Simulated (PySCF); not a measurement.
Computed structure and properties of PrH3(H2O)

System: PrH3(H2O) (singlet in the valence; each metal's 4f electrons, 2 of them, lie in its core potential, out of spins and levels); start: displaced along the imaginary mode (C1). Method: PySCF 2.14.0, RKS PBE0, Pr lcecp-1-SVP with ECP48, H def2-SVP, O def2-SVP; non-relativistic Hamiltonian with scalar-relativistic core potentials where named; density fitting; no spin-orbit coupling.

Input of the relaxation:

```python
mol = gto.M(atom='''
Pr     0.14779    -0.16654     0.16970
H      1.06444     1.55664     1.02522
H     -0.97470    -1.46437     1.39707
H      0.71456    -0.77202    -1.80858
O     -1.21832     1.29953    -1.31513
H     -1.21749     2.27911    -1.24545
H     -0.91459     1.06087    -2.22280''',
    basis={'Pr': 'lcecp-1-SVP', 'H': 'def2-SVP', 'O': 'def2-SVP'},
    ecp={'Pr': 'lcecp-1-SVP'},
    charge=0, spin=0)
mf = dft.RKS(mol, xc='PBE0')
mf.grids.atom_grid = (50, 194)  # f atoms: unpruned, at least (60, 302)
mf = mf.density_fit()  # fitting sets: Pr AutoAux, H def2-universal-JKFIT, O def2-universal-JKFIT
mf.conv_tol = 1e-08; mf.max_cycle = 55
mf.kernel(dm0)  # dm0: converged density of the start geometry
# quasi-Newton relaxation in Cartesian coordinates to a largest gradient under 0.00045 Eh/bohr, steps kept in the point group
```

Run from Python with OMP_NUM_THREADS=2; the lines above give its settings. Where DIIS fails, smearing, a level shift and second-order steps follow.
It took 42 s on 2 threads of Arm Neoverse V2, with other jobs on the host, from the converged density of the start.

Course of the relaxation:

```
step  energy above end (eV)  largest force component within the symmetry (eV/Å)
   0                 0.1017                                               0.777
   1                 0.0886                                               0.127
   2                 0.0875                                               0.044
   3                 0.0863                                               0.061
   4                 0.0850                                               0.090
   5                 0.0827                                               0.141
   6                 0.0761                                               0.489
   7                 0.0688                                               0.634
  16                 0.0013                                               0.065
  17                 0.0010                                               0.069
  18                 0.0004                                               0.059
  19                 0.0001                                               0.047
  20                 0.0000                                               0.023
  21                 0.0000                                               0.017
```
(The steps between are left out.)

Relaxed geometry (C1):

```xyz
7

Pr    0.0377    0.0879    0.2694
H     1.4584    1.2045    1.3349
H    -0.9069   -1.4554    1.3260
H     0.4234   -0.2464   -1.8516
O    -1.3196    1.2959   -1.3632
H    -1.4017    2.1678   -1.7665
H    -0.6895    0.7389   -1.9489
```

| contact | Å |
| --- | --- |
| Pr1–H2 (H) | 2.098 |
| Pr1–H3 (H) | 2.095 |
| Pr1–H4 (H) | 2.181 |
| Pr1–H7 (H2O) | 2.423 |

Short contacts between ligands at the end: H4···H7 1.49 Å.

On the finer grid (75, 302):

```yaml
HOMO: -6.45 eV
LUMO: -1.34 eV
Dipole_about_the_centre_of_mass: 3.88 D
Set_of_Mulliken_populations_of_Pr1_outside_the_core_potential: s 2.48, p 6.38, d 1.36, f 0.04
D3_BJ_dispersion_energy_not_in_the_energies: -0.080 eV
```

```csv
atom,Mulliken (e),Löwdin (e),spin (e)
Pr1,0.74,0.50,0.00
H2,-0.25,-0.21,0.00
H3,-0.25,-0.21,0.00
H4,-0.35,-0.22,0.00
O5,-0.33,-0.07,0.00
H6,0.22,0.12,0.00
H7,0.22,0.08,0.00
```

The 4f levels lie in the core potential and are missing. Their spin isn't counted.

On the grid (50, 194), as all that follows. Harmonic modes: a minimum; lowest 182 cm⁻¹ (negative: unstable), highest 3909 cm⁻¹, zero-point energy 1.027 eV.

Taking off one H (charge -1, singlet; the rest: singlet) in vacuum, both parts rigid, costs 9.07 eV; the small basis without counterpoise inflates it. Most of it is the attraction of opposite charges; other ways to part are cheaper, and one spin state was tried for the rest.

Rigid scan of H along the line from its metal:

distance to H2 (Å), energy (eV) and a bar:
```
     1.80      0.439 #####
     1.90      0.175 ##
     2.00      0.040 
     2.10      0.000 
     2.20      0.031 
     2.30      0.114 #
     2.50      0.378 #####
     2.80      0.891 ###########
     3.20      1.604 ####################
     3.70      2.399 ##############################
```

Taking off one H2O (charge 0, singlet; the rest: singlet) in vacuum, both parts rigid, costs 1.49 eV; the small basis without counterpoise inflates it.

Rigid scan of H2O along the line from its metal:

distance to O5 (Å), energy (eV) and a bar:
```
     2.14      0.431 ############
     2.24      0.162 #####
     2.34      0.034 #
     2.44      0.000 
     2.54      0.026 #
     2.64      0.089 ##
     2.84      0.266 #######
     3.14      0.545 ###############
     3.54      0.835 #######################
     4.04      1.071 ##############################
```

One start shape was tried, so this needn't be the lowest isomer.

An lcecp potential fixes the number of 4f electrons, so in runs with it no electron can move into or out of that shell.
